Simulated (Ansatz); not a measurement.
Ansatz (a quantum-chemistry and plane-wave program) input (B3LYP-D3(BJ)/def2-TZVP):

Ansatz 0.2 input:
```yaml
crystal:
  periodic: [false, false, false]
  atoms:
    - {symbol: C, position_ang: [-1.03709235, -0.24201186, -0.00733233]}
    - {symbol: C, position_ang: [0.26517802, 0.05481663, 0.00556474]}
    - {symbol: C, position_ang: [1.46526587, 0.32770937, 0.01612569]}
    - {symbol: H, position_ang: [-1.44142031, -1.01627533, 0.64471380]}
    - {symbol: H, position_ang: [-1.72438892, 0.28308211, -0.67077175]}
    - {symbol: H, position_ang: [2.50493102, 0.56243627, 0.02567459]}
basis:
  gaussian:
    orbitals: def2-TZVP
hamiltonian:
  xc: b3lyp
  dispersion: d3bj
total_charge: 1
relax: {f_tol: 0.002, max_steps: 150}
```

Output:

```
Functional definition: B3LYP
integrals: 0.02 GiB planned
672 factors; their error is unknown
mean field: 0.28 GiB planned
mean field evaluation 1: about -3141.4344 eV, gradient 5.8e1 eV
mean field evaluation 2: about -3139.3773 eV, gradient 6.1e1 eV
mean field evaluation 4: about -3149.1068 eV, gradient 8.2e0 eV
mean field evaluation 8: about -3149.2796 eV, gradient 4.8e-1 eV
mean field evaluation 16: about -3149.2799 eV, gradient 1.3e-5 eV
mean field -3149.27989204 eV, -115.7339013740 hartree, gradient 1.3e-5 eV, S^2 0.000000; 0 other end points of the search recorded, 0 dependent functions left out
the calculation of the forces begins
reference -3149.28009446 eV, -115.7339088128 hartree; 10, 10 occupied and 101, 101 virtual orbitals, 672 factors
relax step   1: F+E_penalty+E_count = -3149.41577106 eV  Δ(F+E_penalty+E_count) = +0.000e0 eV  max|allowed force component| = 9.083e-1 eV/Å  Δτ_max = 0.0000 Å  (28 SCF iters, accepted)
these checks for a lower state are left out or cut short: starts, cluster_reference, orbital_swaps, neighbouring_geometries, increment
integrals: 0.02 GiB planned
672 factors; their error is unknown
mean field: 0.28 GiB planned
mean field -3149.28314154 eV, -115.7340207910 hartree, gradient 9.1e-6 eV, S^2 0.000000; 0 other end points of the search recorded, 0 dependent functions left out
the calculation of the forces begins
reference -3149.28334381 eV, -115.7340282242 hartree; 10, 10 occupied and 101, 101 virtual orbitals, 672 factors
relax step   2: F+E_penalty+E_count = -3149.41906444 eV  Δ(F+E_penalty+E_count) = -3.293e-3 eV  max|allowed force component| = 1.552e-1 eV/Å  Δτ_max = 0.0080 Å  (34 SCF iters, accepted)
these checks for a lower state are left out or cut short: starts, cluster_reference, orbital_swaps, neighbouring_geometries, increment
integrals: 0.02 GiB planned
672 factors; their error is unknown
mean field: 0.28 GiB planned
mean field -3149.27835958 eV, -115.7338450569 hartree, gradient 9.6e-6 eV, S^2 0.000000; 0 other end points of the search recorded, 0 dependent functions left out
the calculation of the forces begins
reference -3149.27856178 eV, -115.7338524878 hartree; 10, 10 occupied and 101, 101 virtual orbitals, 672 factors
relax step   3: F+E_penalty+E_count = -3149.41430460 eV  Δ(F+E_penalty+E_count) = +4.760e-3 eV  max|allowed force component| = 5.386e-1 eV/Å  Δτ_max = 0.0279 Å  (33 SCF iters, rejected (line search))
these checks for a lower state are left out or cut short: starts, cluster_reference, orbital_swaps, neighbouring_geometries, increment
integrals: 0.02 GiB planned
672 factors; their error is unknown
mean field: 0.28 GiB planned
mean field evaluation 32: about -3149.2955 eV, gradient 1.4e-3 eV
mean field -3149.28402559 eV, -115.7340532789 hartree, gradient 9.2e-6 eV, S^2 0.000000; 0 other end points of the search recorded, 0 dependent functions left out
the calculation of the forces begins
reference -3149.28422785 eV, -115.7340607119 hartree; 10, 10 occupied and 101, 101 virtual orbitals, 672 factors
relax step   4: F+E_penalty+E_count = -3149.41991367 eV  Δ(F+E_penalty+E_count) = -8.492e-4 eV  max|allowed force component| = 4.146e-2 eV/Å  Δτ_max = 0.0081 Å  (34 SCF iters, accepted)
these checks for a lower state are left out or cut short: starts, cluster_reference, orbital_swaps, neighbouring_geometries, increment
integrals: 0.02 GiB planned
672 factors; their error is unknown
mean field: 0.28 GiB planned
mean field -3149.28402658 eV, -115.7340533154 hartree, gradient 9.2e-6 eV, S^2 0.000000; 0 other end points of the search recorded, 0 dependent functions left out
the calculation of the forces begins
reference -3149.28422882 eV, -115.7340607475 hartree; 10, 10 occupied and 101, 101 virtual orbitals, 672 factors
relax step   5: F+E_penalty+E_count = -3149.41994014 eV  Δ(F+E_penalty+E_count) = -2.647e-5 eV  max|allowed force component| = 7.347e-3 eV/Å  Δτ_max = 0.0012 Å  (34 SCF iters, accepted)
these checks for a lower state are left out or cut short: starts, cluster_reference, orbital_swaps, neighbouring_geometries, increment
integrals: 0.02 GiB planned
672 factors; their error is unknown
mean field: 0.28 GiB planned
mean field -3149.28403746 eV, -115.7340537152 hartree, gradient 9.2e-6 eV, S^2 0.000000; 0 other end points of the search recorded, 0 dependent functions left out
the calculation of the forces begins
reference -3149.28423971 eV, -115.7340611477 hartree; 10, 10 occupied and 101, 101 virtual orbitals, 672 factors
relax step   6: F+E_penalty+E_count = -3149.41994272 eV  Δ(F+E_penalty+E_count) = -2.584e-6 eV  max|allowed force component| = 3.804e-4 eV/Å  Δτ_max = 0.0004 Å  (33 SCF iters, accepted)
integrals: 0.02 GiB planned
672 factors; their error is unknown
mean field: 0.28 GiB planned
mean field evaluation 64: about -3149.2953 eV, gradient 2.5e-1 eV
mean field -3149.28403746 eV, -115.7340537152 hartree, gradient 9.2e-6 eV, S^2 0.000000; 1 other end points of the search recorded, 0 dependent functions left out
the calculation of the forces begins
reference -3149.28423971 eV, -115.7340611477 hartree; 10, 10 occupied and 101, 101 virtual orbitals, 672 factors
Total energy: -3149.42014497 eV, -115.7390555741 hartree
Atom 0 at    -1.039993    -0.242779    -0.007571 Å, force     0.000045     0.000170    -0.000282 eV/Å
Atom 1 at     0.267644     0.054587     0.004769 Å, force     0.000271    -0.000193     0.000214 eV/Å
Atom 2 at     1.460944     0.325955     0.016088 Å, force     0.000060     0.000107     0.000191 eV/Å
Atom 3 at    -1.440437    -1.016477     0.645802 Å, force    -0.000120     0.000049    -0.000046 eV/Å
Atom 4 at    -1.723758     0.284385    -0.671211 Å, force    -0.000380    -0.000138     0.000075 eV/Å
Atom 5 at     2.508073     0.564086     0.026098 Å, force     0.000124     0.000005    -0.000153 eV/Å
Dipole moment:    -0.087276    -0.019851    -0.000801 e Å
```

It need not be the lowest isomer of its formula.
